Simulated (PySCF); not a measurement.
## Sc²⁺ (scandium, charge +2): UHF calculation

Configuration: [Ar] 3d1, 2D determinant. Computed with PySCF 2.14 in x2c-TZVPall (6s5p4d1f, 48 functions), with the spin-free X2C one-electron Hamiltonian (Gaussian nucleus).

```json
{
 "Total energy": "-762.628290 hartree",
 "One-electron energy": "-1033.3686 hartree",
 "Hartree (Coulomb) energy": "308.8271 hartree",
 "Exchange energy": "-38.0868 hartree",
 "⟨S²⟩": "0.7511",
 "⟨L²⟩": "6.013",
 "Sum of ⟨r⟩": "13.37 bohr",
 "Sum of ⟨r²⟩": "16.24 bohr²",
 "Traceless quadrupole moment −½Σ⟨3z² − r²⟩ along its main axis": "0.835 e·bohr²",
 "Langevin diamagnetic susceptibility": "-12.9 ×10⁻⁶ cm³/mol",
 "Time after the integrals": "0.25 s of wall time on 1 thread of Neoverse-N1 (shared host)"
}
```

```
shell  electrons  mean orbital energy (eV)  spread (eV)  rms radius, mean of both spins (bohr)
 1s β          1                   -4555.0            0                                 0.0844
 1s α          1                   -4555.0            0                                 0.0844
 2s α          1                   -539.53            0                                  0.370
 2s β          1                   -539.17            0                                  0.370
 2p α          3                   -442.29        0.079                                  0.340
 2p β          3                   -441.92        0.539                                  0.340
 3s α          1                   -86.298            0                                   1.15
 3s β          1                   -84.731            0                                   1.15
 3p α          3                   -58.999        1.032                                   1.26
 3p β          3                   -57.018        1.614                                   1.26
 3d α          1                   -24.559            0                                   1.74
```

Densities and radii are taken from the X2C orbitals without a picture-change correction, which distorts them close to the nucleus.
